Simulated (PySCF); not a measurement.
Species: C5H9F3NPSi.
Cartesian coordinates in Å at the GFN2-xTB level; atoms count from 1:
```xyz
20
C5H9F3NPSi angstrom
N      3.5900   -0.8662   -1.6720
Si     2.8922   -0.1227   -0.2860
P      2.9815    2.0824   -0.7179
C      1.0957   -0.4894    0.0224
C     -0.0792   -0.6915    0.1964
C     -1.4947   -0.9260    0.4075
C     -2.3045    0.3350    0.0793
C     -3.7853    0.0878    0.2748
F     -4.0847   -0.2794    1.5311
F     -4.2522   -0.8854   -0.5241
F     -4.5196    1.1802    0.0131
H      3.4761   -0.4399   -2.5777
H      3.5895   -1.8693   -1.7527
H      3.6517   -0.6070    0.8721
H      4.3162    2.2121   -0.3821
H      2.5648    2.4576    0.5467
H     -1.8214   -1.7519   -0.2313
H     -1.6604   -1.2112    1.4507
H     -2.1492    0.6337   -0.9592
H     -2.0117    1.1616    0.7295
```

Computed at PBE0/pcSseg-1 (PySCF, non-relativistic), with Q(14N) = 0.02044 b: N1, 14N (I = 1): χzz = -4.535 MHz, η = 0.274.

Task: Where would the pure quadrupole (NQR) lines of 14N at N1 fall for the rigid, isolated species?

Result: From ν± = (3/4)|χ|(1 ± η/3) and ν0 = |χ|η/2: ν+ 3.712 MHz, ν− 3.091 MHz, ν0 0.621 MHz (silicon-bound nitrogen).

In a crystal, neighbours and librations shift these lines. GFN2-xTB bond lengths can be off by several hundredths of an ångström, more for odd bonds, and the gradients follow them. With a basis this small, the couplings can be 20 % off.

One conformer stands for the species.
